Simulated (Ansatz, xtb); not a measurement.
Relative energy of two structures of AlHO2Si

Structure X: `O=[SiH][O][Al]`, a singlet. Structure Y: a singlet given by its coordinates. Both are isolated molecules in the gas phase, relaxed with PBE0-D3(BJ)/def2-SVP; the shapes shown needn't be the lowest conformers.

X (Å):

```xyz
5

Al   -1.5808   -2.2810    2.6138
O    -2.8103    0.9931    0.1023
O    -1.3688   -1.0843    1.3652
Si   -1.5672    0.1300    0.3046
H    -0.3087    0.2749   -0.4635
```

Y (Å):

```xyz
5

Al   -1.0259   -0.4940    0.3312
O    -1.1845    0.3438    1.8610
O    -2.7264   -0.8999    0.4367
Si   -2.8396   -0.0727    1.9266
H     0.1340   -0.7635   -0.6891
```

Close contacts (Å): Al1–O2 1.75, Al1–O3 1.75, Al1–Si4 2.45, O2–Si4 1.71, O3–Si4 1.71, Al1–H5 1.57.

Quicker runs give these differences E(Y) − E(X): GFN2-xTB +8.3 kJ/mol; HF/STO-3G −329.6 kJ/mol (at GFN2-xTB geometries); r2SCAN-D4/def2-SVP −107.0 kJ/mol (at GFN2-xTB geometries).

Task: Estimate which is lower in electronic energy at CCSD(T)/def2-TZVPP, and by roughly how much.

Result: The CCSD(T)/def2-TZVPP calculation puts structure Y lower, by 93.3 kJ/mol.

Level by level:

| level | geometry | E(Y) − E(X) (kJ/mol) | departure from the last row (kJ/mol) | job, with rough time for the two |
| --- | --- | --- | --- | --- |
| GFN2-xTB | GFN2-xTB | +8.3 | +101.6 | optimisation, 0.12 s |
| HF/STO-3G | GFN2-xTB | −329.6 | −236.3 | single point, 0.28 s |
| r2SCAN-D4/def2-SVP | GFN2-xTB | −107.0 | −13.7 | single point, 3.5 s |
| PBE0-D3(BJ)/def2-SVP | PBE0-D3(BJ)/def2-SVP | −98.8 | −5.5 | optimisation, 25 s |
| HF/def2-TZVPP | PBE0-D3(BJ)/def2-SVP | −85.0 | +8.3 | part of the CCSD(T) run |
| MP2/def2-TZVPP | PBE0-D3(BJ)/def2-SVP | −94.7 | −1.4 | part of the CCSD(T) run |
| CCSD(T)/def2-TZVPP | PBE0-D3(BJ)/def2-SVP | −93.3 |  | single point, 82 s |

GFN2-xTB puts the two in the other order. The largest departure from CCSD(T)/def2-TZVPP is that of HF/STO-3G, 236.3 kJ/mol.

With harmonic frequencies from PBE0-D3(BJ)/def2-SVP (ideal gas, rigid rotor, one conformer each, 400 K, 1 atm): on the last row, ΔE + ΔZPE = −94.9, ΔH = −97.0, ΔG = −84.9 kJ/mol.

The correlated steps freeze 12 core orbitals. Codes used: Ansatz 0.2.0, xtb 6.7.1; the last row on 1 thread of Arm Neoverse V1 on a shared host.
